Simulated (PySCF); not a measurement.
Electron correlation in Fe²⁺ (iron, charge +2)

Starting occupation: [Ar] 3d5 4p1, 3d5/2 with m_j = -3/2, -1/2, +1/2, +3/2, +5/2, 4p3/2 with m_j = +3/2. All numbers are calculated (PySCF 2.14, X2C-1e with screened-nucleus spin-orbit coupling, Gaussian nucleus, in x2c-TZVPall-2c (6s7p4d1f, 54 functions)). Frozen: [Ne]; 14 electrons correlated; the 6 highest virtual spinors left out.

MP2 pair energies summed by pair of shells (mhartree):

```json
{"pair": "3d-3p", "energy": "-131.37", "share (%)": "41.8"}
{"pair": "3p-3p", "energy": "-68.14", "share (%)": "21.7"}
{"pair": "3d-3d", "energy": "-50.98", "share (%)": "16.2"}
{"pair": "3p-3s", "energy": "-23.98", "share (%)": "7.6"}
{"pair": "3d-3s", "energy": "-19.54", "share (%)": "6.2"}
{"pair": "3d-4p", "energy": "-8.51", "share (%)": "2.7"}
{"pair": "3p-4p", "energy": "-8.39", "share (%)": "2.7"}
{"pair": "3s-3s", "energy": "-3.05", "share (%)": "1.0"}
{"pair": "3s-4p", "energy": "-0.58", "share (%)": "0.2"}
```

Total MP2 correlation energy: -314.56 mhartree.

The GHF reference relaxed away from the jj start to a determinant that is no pure jj level (⟨S²⟩ = 12.00, ⟨J²⟩ = 20.00); the energies belong to that determinant.

This basis was not built for core-valence correlation, so the inner-shell part is incomplete.
